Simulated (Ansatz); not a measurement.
```xyz
9

O    -1.0272   -0.6128    1.5280
Si    0.1018   -0.7313    0.3618
Si    0.0981    1.2257   -0.9005
Cl    1.9509   -1.0515    1.2003
Cl   -0.2819   -2.3638   -0.8268
H    -1.1512   -1.3466    2.1346
H     1.1356    1.0951   -1.9542
H     0.4117    2.3793   -0.0198
H    -1.2377    1.4058   -1.5234
```

Charge 0, multiplicity 1.

Q: List the PBE0/def2-TZVPP orbital energies in eV (Ansatz). (Estimate.)

A: Ansatz gave: Occupied: -2767.57, -2767.57, -1804.91, -1802.82, -523.43, -259.43, -259.43, -197.70, -197.70, -197.58, -197.58, -197.57, -197.57, -146.97, -145.21, -101.67, -101.65, -101.59, -99.87, -99.85, -99.85, -28.93, -23.64, -23.01, -16.66, -15.26, -13.62, -12.03, -11.55, -10.50, -10.34, -10.25, -10.20, -9.74, -9.40, -9.10, -8.54. Lowest empty: -0.29, -0.09, 0.23, 0.90, 1.45, 1.64, 2.04, 2.10.
